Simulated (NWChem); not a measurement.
Molecule: InH3O; SMILES [OH][InH2]

Computed with NWChem. Medium grid unless said otherwise, to which SCAN and Minnesota functionals are sensitive. Geometry: optimised at PBE0/def2-SVP. def2 effective core potentials on In; no spin-orbit coupling. B3LYP is NWChem's, with the RPA form of VWN correlation. Total energies of different functionals are on different scales.

| level | energy (Ha) | highest occupied level (eV) | orbital gap (eV) | dipole (D) |
|---|---|---|---|---|
| B3LYP/def2-SVP | -267.1463 | -7.70 | 6.05 | 1.75 |
| PBE/def2-SVP | -266.9917 | -6.43 | 4.36 | 1.57 |
| M06-2X/def2-SVP | -266.9693 | -9.35 | 8.45 | 1.96 |
| Hartree-Fock/def2-SVP | -265.7331 | -11.35 | 12.40 | 2.30 |
| MN15-L/def2-SVP | -266.3346 | -7.02 | 5.11 | 1.73 |
| LC-BLYP (range parameter 0.33 per bohr)/def2-SVP | -266.7020 | -10.27 | 10.50 | 1.81 |
| LC-wPBE (HJS exchange hole, range parameter 0.4 per bohr)/def2-SVP | -267.0676 | -10.77 | 11.38 | 1.94 |
| B97-2/def2-SVP | -267.2673 | -7.68 | ? | 1.82 |

Task: What belongs in the gaps?

Result: 
- B97-2/def2-SVP, orbital gap (eV): 6.31
